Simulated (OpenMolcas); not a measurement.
# Ni³⁺: effect of the IPEA shift

```json
{
  "Program": "OpenMolcas 26.06",
  "Basis": "ANO-RCC-VTZP [6s5p3d2f1g]",
  "Scalar Hamiltonian": "DKH2, point nucleus",
  "Active space": "7 electrons in 5 orbitals (3d)",
  "State averaging": "2S+1 = 4 even, 10 roots; 2S+1 = 2 even, 40 roots",
  "Spin-orbit coupling": "state interaction with AMFI integrals over the reference wave functions, term energies averaged over their components"
}
```

Methods on the same reference wave functions:
A. CASSCF
B. MS-CASPT2, IPEA 0 Eh, imaginary shift 0.1 Eh (closed shells correlated: 3s 3p)
C. MS-CASPT2, IPEA 0.25 Eh, imaginary shift 0.1 Eh (closed shells correlated: 3s 3p)

Energies in cm-1 above 3d7 4F 9/2, the measured ground level; measured values from Corliss and Sugar, J. Phys. Chem. Ref. Data 10, 197 (1981).

```tsv
Level	A	B	C	Measured
3d7 4F 9/2	0.0	0.0	0.0	0.0
3d7 4F 7/2	1145	1152	1151	1190
3d7 4F 5/2	1984	1986	1985	2042
3d7 4F 3/2	2559	2550	2550	2621
3d7 4P 5/2	22246	18110	18460	18119
3d7 2G 9/2	22368	19170	19680	19830
3d7 4P 3/2	22611	18330	18680	18367
3d7 4P 1/2	23161	18980	19320	18958
3d7 2G 7/2	23466	20250	20760	20948
3d7 2P 3/2	29495	23080	23520	23649
3d7 2H 11/2	29687	26660	27080	26649
3d7 2P 1/2	30655	24020	24460	24651
3d7 2H 9/2	30666	27630	28060	27678
3d7 2D 5/2(1)	32185	26670	27220	27096
3d7 2D 3/2(1)	33911	28280	28840	28778
3d7 2F 5/2	51175	43230	43840	43438
3d7 2F 7/2	51657	43720	44330	43859
3d7 2D 3/2(2)	79892	68690	69030	67360
3d7 2D 5/2(2)	80440	69250	69620	67990
```

Deviations, from unrounded energies. A percentage is the sum of absolute deviations over the sum of measured energies, with the sign that they share, or ± where signs differ.

| Against measurement | Levels | A | B | C |
| --- | --- | --- | --- | --- |
| mean absolute deviation (cm-1) | 18 | 4800 | 370 | 390 |
| fine structure of the ground term (%) | 3 | -2.8 | -2.8 | -2.8 |
| other terms of the ground configuration (%) | 15 | +18.1 | ±1.4 | ±1.4 |

B, C lie about equally close to measurement and A furthest from it. The largest miss of B in the table is 3d7 2D 3/2(2), by +1300 cm-1. The ranking rests on the paired levels alone, and a cruder setting can come out closer through cancelling errors.

Between B and C the level of the table that moves most is 3d7 2F 5/2, by 620 cm-1 (lowest in B, highest in C). Moves below CASPT2's spread within the term are not significant.

The mean deviations of B to C differ by less than CASPT2's widest spread within a term (1200 cm-1), so their order carries little weight.

From A to B the spin-free energies of the other terms of 3d7 shown, above 4F, scale by factors of 0.77 to 0.89, as is usual when dynamic correlation screens the repulsion within a d or f shell.

The lowest spin-free term lies below A's lowest term by 0.536 hartree in B, 0.530 hartree in C.

CASPT2 breaks the degeneracy within a term, and the mean is taken; among the terms shown or strongly mixed into the levels shown the widest spread is 1200 cm-1 (3d7 4F, B). Without dynamic correlation excited terms often stand tens of per cent too high (terms of higher spin than the ground term too low), and those without a measured partner can miss by more than the paired ones (holds for A). Some levels mix across a computed gap that differs much from the measured one, so their mixing is not that of the real levels (holds for A). The CASPT2 spread within a term exceeds the gap to the next term for 3d7 2H and 3d7 2D(1), so the order of their levels is uncertain (holds for B; C). Measured partners are found by configuration, term and J. A level has none where our copy of the source lacks it or the pairing is in doubt (some pairs that miss far off the trend of their configuration count as doubtful), and it then counts in no deviation. Levels of configurations outside the active space are missing.

A number in round brackets counts repeated terms of one configuration in the order of the reference energies.
